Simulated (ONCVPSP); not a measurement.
Before and after: ONCV potential for iodine (I)

```json
{
 "Element": "iodine (I)",
 "Generator": "ONCVPSP 4.0.1",
 "Type": "optimised norm-conserving Vanderbilt (ONCV)",
 "Functional": "PBE",
 "Relativity": "fully relativistic",
 "Frozen core": "[Kr] 4d10",
 "Valence charge": "7",
 "Reference configuration": "5s2 5p4 (charge +1)",
 "Partial waves": "5s: rc 1.75 bohr, ncon 4, nbas 9, qcut 3.2 1/bohr, local; 5p: rc 1.75 bohr, ncon 3, nbas 7, qcut 5 1/bohr, 2 projectors, debl 0.7 Ha",
 "Local potential": "the s channel",
 "Core correction": "Teter function, fcfact 1.75, rcfact 1.5"
}
```

Open shells are filled in proportion to 2j + 1.

Change: functional Wu-Cohen.

Cutoffs: the cutoffs (Ha) at which the residual kinetic energy of the hardest occupied pseudo-wave falls to 1 and 0.1 mHa per electron; they do not see the model core or the augmentation charge, which bear on the density cutoff. Errors are all-electron minus pseudo energies relative to the spin-unpolarised reference configuration.

Q: Predict the effect on cutoff, ghosts and configuration errors.

A: The potential gets neither clearly harder nor softer (44 Ha and 76 Ha → 45 Ha and 76 Ha); of the 4 tests that both files solve, the error grows in 0 and shrinks in 4 by more than 15 % and 0.3 meV (median size 12.3 → 7.6 meV); neither file shows a bound ghost.

| quantity | base | changed |
| --- | --- | --- |
| cutoff, loose | 44 Ha | 45 Ha |
| cutoff, tight | 76 Ha | 76 Ha |
| loose cutoff by channel | s 44 Ha, p 9.4 Ha | s 45 Ha, p 9.5 Ha |
| bound ghosts | none | none |
| GHOST(+) flags under 300 eV | none | none |
| error for 5s2 5p5, meV [ΔE -11.16 → -11.18 eV] | -6.2 | -1.3 |
| error for 5s2 5p3, meV [ΔE 19.88 → 19.93 eV] | -16 | -7.5 |
| error for 5s2 5p2, meV [ΔE 49.24 → 49.39 eV] | -79 | -44 |
| error for 5s1 5p5, meV [ΔE 10.93 → 10.97 eV] | -9.2 | -7.7 |
| s: phases at 1.77 bohr within 0.05 rad from the reference energy up to (Ha; the scan ends near 5) | 1.4 | 1.4 |
| p3/2: phases at 1.77 bohr within 0.05 rad from the reference energy up to (Ha; the scan ends near 5) | 3.8 | 3.8 |
| p1/2: phases at 1.77 bohr within 0.05 rad from the reference energy up to (Ha; the scan ends near 5) | 4.0 | 4.0 |
| rms error of d²Exc/dni dnj with the model core, mHa | 4.90 | 5.89 |
